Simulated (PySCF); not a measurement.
Cost of one run: geometry optimisation, `COC1=CC=C([N+](C)(C)C)[SiH2]1`.

Method: PBE0-D3(BJ)/def2-SVP geometry optimisation, gas phase (PySCF 2.14.0). Work: geometry optimisation from a GFN2-xTB start, density fitting. The input is one job of a driver script: a line of settings, then coordinates in Å.

Input:
```
{"job": {"xc": "PBE0", "basis": "def2-SVP", "d3": "d3bj", "grid": 2, "kind": "geom"}, "charge": 1, "multiplicity": 1}
C      4.449519    -0.251302     0.901785
O      3.307466     0.468408     1.338309
C      2.145959     0.242634     0.740034
C      1.858369    -0.609367    -0.274503
C      0.487765    -0.613169    -0.694337
C     -0.367019     0.213082    -0.051799
N     -1.794581     0.282517    -0.409112
C     -1.939778     0.706158    -1.816625
C     -2.425590    -1.038972    -0.216349
C     -2.482908     1.260597     0.448483
Si     0.583616     1.180217     1.290761
H      5.274891     0.086662     1.524093
H      4.664847    -0.037123    -0.147797
H      4.302727    -1.326025     1.032471
H      2.566510    -1.255485    -0.764852
H      0.211402    -1.277097    -1.501596
H     -1.437908     1.661083    -1.960860
H     -2.992620     0.810978    -2.074316
H     -1.487063    -0.026510    -2.480148
H     -1.973900    -1.773475    -0.878533
H     -3.492503    -0.984131    -0.427374
H     -2.279380    -1.363384     0.812154
H     -3.538664     1.309963     0.184027
H     -2.039502     2.245036     0.319946
H     -2.392459     0.968949     1.492041
H      0.632578     2.607103     0.994635
H      0.138329     0.819598     2.631625
```

Hardware: Arm Neoverse V1, one thread (shared host). PySCF's memory limit was set to 1600 MB.

How large is the basis?

238 functions.

How long does the run take?

About 3.8 min. The run took 6 energy-and-gradient evaluations and 45 SCF cycles, 38 s an evaluation on average.

How much memory does it need at the peak?

About 1.1 GiB. Peak memory is the resident size of the whole Python process, interpreter and libraries included.

The output:
```
step   0  E = -732.62149343  max force = 0.020580
step   1  E = -732.62562572  max force = 0.004050
step   2  E = -732.62568369  max force = 0.001039
step   3  E = -732.62569449  max force = 0.000872
step   4  E = -732.62569504  max force = 0.000546
step   5  E = -732.62569748  max force = 0.000181
optimisation converged
```

Energies in Eh; «max force» is the largest Cartesian gradient component in Eh/bohr.

Other jobs ran on the host; a repeat could differ by tens of per cent or more.

The run converged: final energy -732.62570 Eh after 5 steps.
